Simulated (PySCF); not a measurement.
## How methods differ on the ionisation energy of Ta

Ta [Xe] 4f14 5d3 6s2 (4F) → Ta⁺ [Xe] 4f14 5d3 6s1 (5F), as a difference of total energies. Computed with PySCF 2.14 in def2-TZVPPD with the def2 core potential (60 electrons), with a scalar-relativistic core potential. Correlated levels: valence and next inner shell: nothing frozen outside the core potential. The calculations carry no spin-orbit coupling.

```tsv
method	ionisation energy (eV)	error (eV)
UHF	5.723	-1.850
MP2 (valence and next inner shell)	7.161	-0.412
SCS-MP2 (valence and next inner shell)	7.272	-0.301
CCSD (valence and next inner shell)	7.169	-0.404
CCSD(T) (valence and next inner shell)	7.340	-0.233
```

Reference: 7.573 eV (measured; NIST levels, between the centres of gravity of the two terms).

Errors of the correlated levels include the incompleteness of this basis.
